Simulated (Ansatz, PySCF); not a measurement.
Molecule: GaBr$_{2}$ (charge +1, singlet). It need not be the lowest isomer of its formula. SMILES: [Br][Ga+][Br]
Geometry: optimised at B3LYP-D3(BJ)/def2-TZVP (Ansatz, a quantum-chemistry and plane-wave program).

Quantity: vertical ionisation energy (to the doublet state of charge +2; each state is the SCF solution reached for its spin), in eV. Correlated levels leave the core frozen unless marked. Open shells are spin-unrestricted. Spin-orbit coupling is left out. Frozen are the shells of the preceding noble gas and the d and f shells that filled before the atom's block. No relativistic terms.  The program attaches cautions to a run behind CCSD/aug-cc-pVDZ: other roots. The program attaches cautions to a run behind CCSD(T)/aug-cc-pVDZ: other roots.

```
level                 program  vertical ionisation energy (eV)
--------------------  -------  -------------------------------
SVWN5/def2-TZVPD       Ansatz                            16.63
PBE/def2-TZVPD         Ansatz                            16.38
r2SCAN/def2-TZVPD      Ansatz                            16.62
B3LYP/def2-TZVPD       Ansatz                            16.69
PBE0/def2-TZVPD        Ansatz                            16.76
BHLYP/def2-TZVPD       Ansatz                            16.95
CAM-B3LYP/def2-TZVPD   Ansatz                            17.04
wB97M-V/def2-TZVPD     Ansatz                            17.11
wB97X-V/def2-TZVPD     Ansatz                            17.19
CCSD/aug-cc-pVDZ       Ansatz                            16.95
CCSD/aug-cc-pVTZ       Ansatz                            17.03
CCSD(T)/aug-cc-pVDZ    Ansatz                            16.87
CCSD(T)/aug-cc-pVTZ    Ansatz                            17.05
```

For comparison, minus the highest occupied orbital energy (PySCF): 15.83 eV at M06-2X/def2-TZVPD, 15.32 eV at MN15/def2-TZVPD, 14.69 eV at PW6B95/def2-TZVPD.
